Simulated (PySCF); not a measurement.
Electron correlation in Kr³⁺ (krypton, charge +3)

[Ar] 3d10 4s2 4p3, high-spin 4S determinant. Computed with PySCF 2.14 in aug-cc-pVDZ-PP with ECP10MDF, with a scalar-relativistic core potential. Frozen: 3s2 3p6 3d10; 5 electrons correlated.

MP2 pair energies summed by pair of shells (mhartree):

| pair | energy | share (%) |
| --- | --- | --- |
| 4s-4p | -39.89 | 67.1 |
| 4p-4p | -14.20 | 23.9 |
| 4s-4s | -5.38 | 9.1 |

Total MP2 correlation energy: -59.47 mhartree.

Same-spin part -15.26 and opposite-spin part -44.21 mhartree; SCS-MP2 scales them by 1/3 and 6/5 to -58.14 mhartree.
